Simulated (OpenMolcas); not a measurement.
# Ar4+: Slater's ratio, worked from levels

* Program: OpenMolcas 26.06
* Basis: ANO-R3 [6s5p4d2f1g]
* Scalar Hamiltonian: X2C, finite nucleus
* Active space: 4 electrons in 4 orbitals (3s 3p)
* State averaging: 2S+1 = 3 even, 6 roots; 2S+1 = 1 even, 11 roots; 2S+1 = 5 odd, 1 root; 2S+1 = 3 odd, 9 roots; 2S+1 = 1 odd, 8 roots
* Spin-orbit coupling: state interaction with AMFI integrals over the reference wave functions, term energies averaged over their components

Methods: CASSCF; MS-CASPT2, IPEA 0.25 Eh, imaginary shift 0.1 Eh (closed shells correlated: 2s 2p). Measured levels: Saloman, J. Phys. Chem. Ref. Data 39, 033101 (2010).

**Slater's ratio.** With one set of orbitals, p2 has ¹D - ³P = 6 F2 and ¹S - ¹D = 9 F2 (F2 = F²/25), a ratio of 3/2. Term energies are centres of gravity, weighted by 2J + 1.

```tsv
Source	¹D - ³P	¹S - ³P	F2 from the first	Ratio
CASSCF	18173	34401	3029	0.893
MS-CASPT2	14294	35151	2382	1.459
measured	14917	36531	2486	1.449
```

Energies in cm-1. A ratio away from 3/2 shows effects beyond one configuration with one set of orbitals, and in heavier atoms second-order spin-orbit shifts. In CASSCF the valence s occupation is 1.91 in ¹S against 1.98 in ¹D: mixing out of s² acts most on ¹S and pulls it down.

CASPT2 does not keep the components of a term degenerate, so their means are used; among the terms shown or strongly mixed into the levels shown the widest spread is 57 cm-1 (3s² 3p² ¹D, MS-CASPT2). Over all roots computed the reference weight is 0.85 to 0.98 in MS-CASPT2; the roots of lowest weight are the least certain, and an intruder state may touch them. Computed and measured levels are paired by configuration, term and J; levels that our copy of the source lacks, or whose pairing is in doubt (as where it misses far off the trend of its configuration), stay unpaired and out of the deviations. Only configurations of the active space appear.
